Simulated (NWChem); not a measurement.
System: BHClF; SMILES B(Cl)F

Results from NWChem. The geometry was optimised at PBE0/def2-SVP. Ions are spin-unrestricted doublets at the neutral geometry; other ion states weren't tried.

```tsv
level	vertical ionisation energy, ΔSCF (eV)	−ε(HOMO) (eV)	ΔSCF minus −ε(HOMO) (eV)
B3LYP/def2-SVPD	12.33	9.31	3.02
PBE/def2-SVPD	12.05	8.15	3.90
r2SCAN/def2-SVPD	12.23	8.49	3.74
LDA (Slater exchange, VWN5)/def2-SVPD	12.19	8.25	3.94
BHandHLYP/def2-SVPD	12.38	10.89	1.49
```
